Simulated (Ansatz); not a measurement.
Input file for Ansatz (an electronic-structure program): R-PBE/def2-TZVPP on CH6BNO (SMILES CNBO), a point of a torsion scan.

Ansatz 0.2 input:
```yaml
crystal:
  periodic: [false, false, false]
  atoms:
    - {symbol: C, position_ang: [-0.86770087, 0.68166165, 0.08933647]}
    - {symbol: N, position_ang: [-0.71121342, -0.74940598, 0.22810521]}
    - {symbol: B, position_ang: [-0.94679571, -1.48705895, 1.38753190]}
    - {symbol: O, position_ang: [-1.44146379, -0.83683726, 2.47887853]}
    - {symbol: H, position_ang: [0.09615982, 1.19727566, 0.15748004]}
    - {symbol: H, position_ang: [-1.50014207, 1.03317043, 0.90107661]}
    - {symbol: H, position_ang: [-1.33544050, 0.93020276, -0.86549049]}
    - {symbol: H, position_ang: [-0.29876062, -1.18660738, -0.57993611]}
    - {symbol: H, position_ang: [-0.73054216, -2.64759122, 1.37902348]}
    - {symbol: H, position_ang: [-1.60860437, -1.39608534, 3.23347854]}
basis:
  gaussian:
    orbitals: def2-TZVPP
hamiltonian:
  xc: {name: PBE}
scf: {lower_state_search: off}
```

The log:

```
WARN ansatz: RAYON_NUM_THREADS=1 ignored (pool sized by the plan → 1); use --threads N
Functional definition: PBE
these checks for a lower state are left out or cut short: stability, starts, cluster_reference, orbital_swaps, neighbouring_geometries, increment
integrals: 0.09 GiB planned
1009 factors; their error is unknown
mean field: 0.82 GiB planned
mean field evaluation 1: about -5331.5686 eV, gradient 8.6e1 eV
mean field evaluation 2: about -5292.5611 eV, gradient 1.6e2 eV
mean field evaluation 4: about -5345.7468 eV, gradient 1.0e1 eV
mean field evaluation 8: about -5345.9520 eV, gradient 2.7e-1 eV
mean field evaluation 16: about -5345.9364 eV, gradient 1.4e-4 eV
mean field -5345.93639108 eV, -196.4595387664 hartree, gradient 7.4e-6 eV, S^2 0.000000; 0 other end points of the search recorded, 0 dependent functions left out
reference -5345.93643324 eV, -196.4595403157 hartree; 16, 16 occupied and 192, 192 virtual orbitals, 1009 factors
Total energy: -5345.93643324 eV, -196.4595403157 hartree
Checks for a lower state left out: stability, starts, cluster_reference, orbital_swaps, neighbouring_geometries, increment
```

Self-consistency was reached.

Cost: about 3 core-seconds (a rough figure).
